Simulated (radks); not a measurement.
Ti12+, 10 electrons, occupied as [Ne]. Method: Dirac Kohn-Sham, BLYP, spin-unpolarised, spherical densities, finite nucleus; Fermi nuclear charge, rms radius 3.5921 fm; computed with a radial shooting solver on a logarithmic mesh with Libxc functionals.

Unscreened Slater integrals over Kohn-Sham orbitals (cm^-1). Large and small components are both included.

| integral | value |
|---|---|
| F0(2p3/2,2p3/2) | 703920 |
| F2(2p3/2,2p3/2) | 331440 |
| F0(2p3/2,2p1/2) | 707160 |
| G2(2p3/2,2p1/2) | 331390 |
| F0(2p3/2,2s1/2) | 653440 |
| G1(2p3/2,2s1/2) | 379570 |
| F0(2p3/2,1s1/2) | 968370 |
| G1(2p3/2,1s1/2) | 157020 |
| F0(2p1/2,2p1/2) | 710450 |
| F0(2p1/2,2s1/2) | 655880 |
| G1(2p1/2,2s1/2) | 378880 |
| F0(2p1/2,1s1/2) | 978840 |
| G1(2p1/2,1s1/2) | 159240 |
| F0(2s1/2,2s1/2) | 620520 |
| F0(2s1/2,1s1/2) | 873530 |
| G0(2s1/2,1s1/2) | 79395 |
| F0(1s1/2,1s1/2) | 2969500 |
